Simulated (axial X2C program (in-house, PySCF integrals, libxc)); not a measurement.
Working with the constants of LiBr

A bond curve at the CCSD(T) level, with spin–orbit coupling, was computed with an axial X2C code built on PySCF integrals (basis Br dyall-cv3z [8s9p6d4f1g], Li dyall-cv3z [7s8p2d] (cores contracted in-house)) for the state Ω = 0 (closed shell). Its fit gives Re = 2.1942 Å, ωe = 552.8 cm⁻¹, ωexe = 3.53 cm⁻¹ and αe = 5.535e-03 cm⁻¹; the masses are 78.9183 and 7.0160 u. Two-component means X2C with spin–orbit coupling and atomic mean-field Coulomb and Gaunt terms.

Correlated methods: 8 electrons correlated (number of frozen shells: Br 3 s, 2 p, 1 d; Li 1 s), 186 virtual spin orbitals or spinors in MP2, 72 natural virtuals in coupled cluster.

Problem. Find the reduced mass, Be and the force constant.

Solution. From the CCSD(T) values: μ = 6.4432 u. Be = 16.8576/(μ Re²) = 0.5434 cm⁻¹. k = 5.8918×10⁻⁷ μ ωe² = 1.16 mdyn/Å.

Problem. Estimate De from a Morse curve and compare with the computed well depth of 4.049 eV to Br + Li.

Solution. De(Morse) = ωe²/(4ωexe) = 2.683 eV against 4.049 eV computed, a ratio of 0.66. The extrapolation falls short: long-range attraction (ionic or ion–induced dipole) or a change of character along the curve can cause this.

Problem. Give B0, the J = 1←0 line in GHz and the most populated J at 300 K (kT = 208.5 cm⁻¹).

Solution. B0 = Be − αe/2 = 0.5407 cm⁻¹; 2B0 = 32.42 GHz; J(max) ≈ √(kT/2B0) − 1/2 = 13.4, so J = 13.

Problem. Estimate the centrifugal constant by the Kratzer relation.

Solution. D = 4Be³/ωe² = 2.10e-06 cm⁻¹.

Problem. A Morse curve ties αe to the other constants (Pekeris). How well does that hold?

Solution. αe(Morse) = 6Be²/ωe × (√(ωexe/Be) − 1) = 4.964e-03 cm⁻¹; the CCSD(T) curve gives 5.535e-03 cm⁻¹, a ratio of 0.90.

The state is a single determinant with fixed occupations, the lowest that a limited PBE0 search found. Dissociation energies refer to the lowest single-determinant-based atoms at the same level and basis. Coupled cluster ran in a truncated set of natural virtual spinors; the MP2 energy of the rest was added. (T) has no such correction and the atoms are truncated less, which lowers De at CCSD(T) by a hundredth of an eV or more.
